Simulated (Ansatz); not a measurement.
Species: VI, net charge 0, quintet state. The spin state was set by rule; other spins were not relaxed. 
Geometry from a B3LYP-D3(BJ)/def2-TZVP (Ansatz, a program for electronic structure) optimisation:
```
I
V 1 2.6025
```
Charge 0, spin multiplicity 5.

Parts of the frozen-core correlation energy in def2-SVP (Ansatz, hartree). Frozen orbitals: 18; correlated occupied orbitals by spin: 8 and 4; virtual: 31 and 35. UHF or UKS for open shells. Spin-orbit coupling is left out. Past Kr the def2 sets carry scalar-relativistic core potentials.

```csv
term,value
reference (HF),-1239.49372
MP2 opposite-spin,(withheld)
MP2 same-spin,-0.04884
CCSD correlation,(withheld)
(T),(withheld)
T1 diagnostic,0.055
largest doubles amplitude,0.039
<S^2> of the reference,6.006
```

**Question.** Complete the blanks.

**Answer.** 
- MP2 opposite-spin, value: -0.07969
- CCSD correlation, value: -0.14753
- (T), value: -0.00326
